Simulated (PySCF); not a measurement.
Molfile (atoms numbered from 1):
```
C7H13FO2
     RDKit          3D

 23 22  0  0  0  0  0  0  0  0999 V2000
    3.3247   -0.1305    0.5406 C   0  0  0  0  0  0  0  0  0  0  0  0
    2.1998   -1.1097    0.2837 C   0  0  2  0  0  0  0  0  0  0  0  0
    2.2436   -1.5476   -1.0112 F   0  0  0  0  0  0  0  0  0  0  0  0
    0.8556   -0.4783    0.6227 C   0  0  0  0  0  0  0  0  0  0  0  0
    0.6004   -0.1368    1.7508 O   0  0  0  0  0  0  0  0  0  0  0  0
    0.0772   -0.3559   -0.4360 O   0  0  0  0  0  0  0  0  0  0  0  0
   -1.2581    0.2246   -0.3477 C   0  0  0  0  0  0  0  0  0  0  0  0
   -2.1245   -0.6197    0.5773 C   0  0  0  0  0  0  0  0  0  0  0  0
   -1.7588    0.1478   -1.7810 C   0  0  0  0  0  0  0  0  0  0  0  0
   -1.1601    1.6715    0.1177 C   0  0  0  0  0  0  0  0  0  0  0  0
    3.2295    0.7357   -0.1312 H   0  0  0  0  0  0  0  0  0  0  0  0
    3.2855    0.2192    1.5809 H   0  0  0  0  0  0  0  0  0  0  0  0
    4.2943   -0.6129    0.3557 H   0  0  0  0  0  0  0  0  0  0  0  0
    2.2989   -1.9867    0.9483 H   0  0  0  0  0  0  0  0  0  0  0  0
   -1.7635   -0.5717    1.6123 H   0  0  0  0  0  0  0  0  0  0  0  0
   -3.1607   -0.2518    0.5464 H   0  0  0  0  0  0  0  0  0  0  0  0
   -2.1244   -1.6691    0.2465 H   0  0  0  0  0  0  0  0  0  0  0  0
   -1.7861   -0.8966   -2.1235 H   0  0  0  0  0  0  0  0  0  0  0  0
   -2.7717    0.5693   -1.8527 H   0  0  0  0  0  0  0  0  0  0  0  0
   -1.0939    0.7119   -2.4508 H   0  0  0  0  0  0  0  0  0  0  0  0
   -2.1552    2.1386    0.0758 H   0  0  0  0  0  0  0  0  0  0  0  0
   -0.7851    1.7319    1.1469 H   0  0  0  0  0  0  0  0  0  0  0  0
   -0.4880    2.2401   -0.5425 H   0  0  0  0  0  0  0  0  0  0  0  0
  1  2  1  0
  2  3  1  0
  2  4  1  0
  4  5  2  0
  4  6  1  0
  6  7  1  0
  7  8  1  0
  7  9  1  0
  7 10  1  0
  1 11  1  0
  1 12  1  0
  1 13  1  0
  2 14  1  1
  8 15  1  0
  8 16  1  0
  8 17  1  0
  9 18  1  0
  9 19  1  0
  9 20  1  0
 10 21  1  0
 10 22  1  0
 10 23  1  0
M  END
```

- shielding tensors at PBE0/pcSseg-1 (GIAO)
- PBE0-D3(BJ)/def2-SVP structure
- program: PySCF 2.14.0 with density-fitted response routines
- single conformer, in vacuum, non-relativistic, equivalent nuclei averaged

Chemical shifts δ = σref − σ; TMS for ¹³C (σ = 184.41 ppm), all at this level.

Question: Do the ¹³C shifts follow the atomic charges (in e)? Tabulate both.

Answer: 
```tsv
atoms	hybridisation	δ (ppm)	σ para (ppm)	Hirshfeld	IAO	Mulliken	ESP-fitted
C4	sp2	176.8	-247	+0.21	+0.50	+0.45	+0.62
C2	sp3	87.7	-145	+0.06	+0.14	+0.18	+0.33
C7	sp3	79.5	-136	+0.10	+0.24	-0.25	+0.87
C8/C9/C10	sp3	28.2	-93	-0.12	-0.42	-0.19	-0.64
C1	sp3	21.1	-84	-0.12	-0.43	-0.29	-0.42
```

Correlation coefficients of δ with charge over these carbons: Hirshfeld +0.95, IAO +0.93, Mulliken +0.89, ESP-fitted +0.74; with the paramagnetic shielding -1.00. Among the 4 sp3 carbons alone: Hirshfeld +0.96, IAO +0.98, Mulliken +0.63, ESP-fitted +0.89. With so few points, grouped by hybridisation, these coefficients are fragile. Charge is one influence among several: hybridisation and low-lying excitations act through the paramagnetic term.

Shifts are as computed. Against solution values, carbons near 30 ppm lie about +2 ppm off and those near 130 ppm about +5 ppm. Of 1313 compounds with measured shifts, 239 miss one by over three times the rms of a fit or turn the order of signals round; such compounds aren't used in these exercises.
